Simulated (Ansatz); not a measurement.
Gas-phase electronic energies from Ansatz, PBE0-D4/def2-TZVP geometries. CCSD(T)/CBS adds triple-zeta CCSD(T) − MP2 to the extrapolated MP2 energy (def2 sets, frozen cores). This one scheme is used for every species. def2 core potentials past Kr. For In outer-core shells are correlated without core-valence functions, which leaves a few kJ/mol of doubt a bond. One conformer a species, not always the lowest.

Reaction (redistribution): `N[SiH](O)O` + `C=C[O][InH2]` → `C=C[Si](N)(O)O` + `[OH][InH2]`

| level | ΔE (kJ/mol) |
| --- | --- |
| HF/def2-TZVPP | -46.4 |
| HF/def2-QZVPP | -45.8 |

(1) What does CCSD(T)/CBS give? (Best estimate.)

Largest T1 diagnostic among the species: 0.017.

Results:

(1) The calculation gave: -58.1 kJ/mol. The listed levels differ from it by 11.7, 12.3 kJ/mol.

The D4 term adds −4.5 kJ/mol with B3LYP and −2.7 kJ/mol with PBE0; it sums over pairs of atoms, weighted by their polarisabilities, and B3LYP, whose exchange is more repulsive, gets the larger term. From PBE to PBE0 (25 % exact exchange), in def2-TZVPP and without D4, ΔE moves by −3.9 kJ/mol. In def2-TZVPP, CCSD(T) changes the Hartree–Fock value by −9.7 kJ/mol (the triples alone add +0.4 kJ/mol) and MP2 by −12.6 kJ/mol.

B3LYP here is the variant with VWN-RPA as its local correlation; programs differ in this.
